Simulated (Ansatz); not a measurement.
Al(F)2(Et) (C2H5AlF2), SMILES [F][Al]([F])[CH2]C.

The structure is a stationary point at B3LYP-D3(BJ)/def2-SVP. The structure was generated by enumeration; whether it is a known compound was not checked. One conformer was computed; it need not be the lowest.

Two levels are set side by side: PBE/def2-SVPD (Ansatz, a quantum-chemistry and plane-wave program) and CAM-B3LYP/def2-SVPD (Ansatz). Energy differences of separate SCF runs at the same geometry; the states with an electron removed or added have multiplicity 2 and 2. Differences are taken from unrounded values.

```tsv
quantity	PBE
vertical ionisation energy (eV)	10.59
vertical singlet–triplet gap (eV)	5.77
```

Problem. These are the PBE values. What does CAM-B3LYP give? (An estimate is asked for; the answer gives what the named calculation found.)

Solution. 
| quantity | CAM-B3LYP | PBE minus CAM-B3LYP |
|---|---|---|
| vertical ionisation energy (eV) | 11.07 | -0.48 |
| vertical singlet–triplet gap (eV) | 6.35 | -0.57 |
